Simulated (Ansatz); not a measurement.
`OC(O)(O)[SiH3]` + `OBF` → `FBO[SiH3]` + `OC(O)O`  (ligand exchange at the Si–C bond)

Program: Ansatz. Geometries: PBE0-D4/def2-TZVP. ΔE: electronic, gas phase. CBS: MP2 limit from def2 TZ/QZ plus the TZ coupled-cluster correction, frozen cores. This one scheme is used for every species. DFT in def2-TZVPP. One conformer a species, not always the lowest.

`OC(O)(O)[SiH3]`:

Z-matrix (Å, degrees):
```
C
O 1 1.397
O 1 1.380 2 108.5
O 1 1.412 2 105.1 3 119.8
Si 1 1.927 2 111.3 3 -118.6
H 2 0.963 1 107.4 3 -149.2
H 3 0.968 1 107.0 2 46.5
H 4 0.962 1 108.0 2 -175.0
H 5 1.482 1 110.6 2 64.5
H 5 1.485 1 107.1 2 -55.9
H 5 1.488 1 109.3 2 -174.0
```

`OBF`:

Cartesian coordinates in Å:
```
O 0.928 -0.010 0.383
B -0.334 0.242 -0.004
F -0.989 -0.630 -0.769
H 1.269 -0.849 0.054
H -0.874 1.248 0.336
```

`FBO[SiH3]`:

```xyz
8

F     0.857   -1.815    1.866
B     0.729   -0.693    1.175
O    -0.144   -0.669    0.157
Si   -0.606    0.488   -0.934
H     1.396    0.252    1.489
H    -2.060    0.716   -0.770
H     0.143    1.746   -0.690
H    -0.318   -0.025   -2.293
```

`OC(O)O`:

Z-matrix (Å, degrees):
```
C
O 1 1.384
O 1 1.401 2 106.2
O 1 1.375 2 109.5 3 -122.4
H 1 1.099 2 112.0 3 120.8
H 2 0.962 1 107.5 3 -30.2
H 3 0.962 1 108.1 2 178.5
H 4 0.965 1 106.9 2 49.0
```

```
         level  ΔE (kJ/mol)
       ωB97X-V       -115.3
CCSD/CBS(def2)       -122.0
```

What does CCSD(T)/CBS give? (Estimate.)

The calculation gave: -117.0 kJ/mol. The listed levels differ from it by 1.7, -5.0 kJ/mol.

Largest T1 diagnostic among the species: 0.013.

The D4 term adds +5.3 kJ/mol with B3LYP and +2.8 kJ/mol with PBE0; it sums over pairs of atoms, weighted by their polarisabilities, and B3LYP, whose exchange is more repulsive, gets the larger term. From PBE to PBE0 (25 % exact exchange), in def2-TZVPP and without D4, ΔE moves by −10.6 kJ/mol. In def2-TZVPP, CCSD(T) changes the Hartree–Fock value by +30.4 kJ/mol (the triples alone add +5.0 kJ/mol) and MP2 by +27.4 kJ/mol.

B3LYP here is the variant with VWN-RPA as its local correlation; programs differ in this.
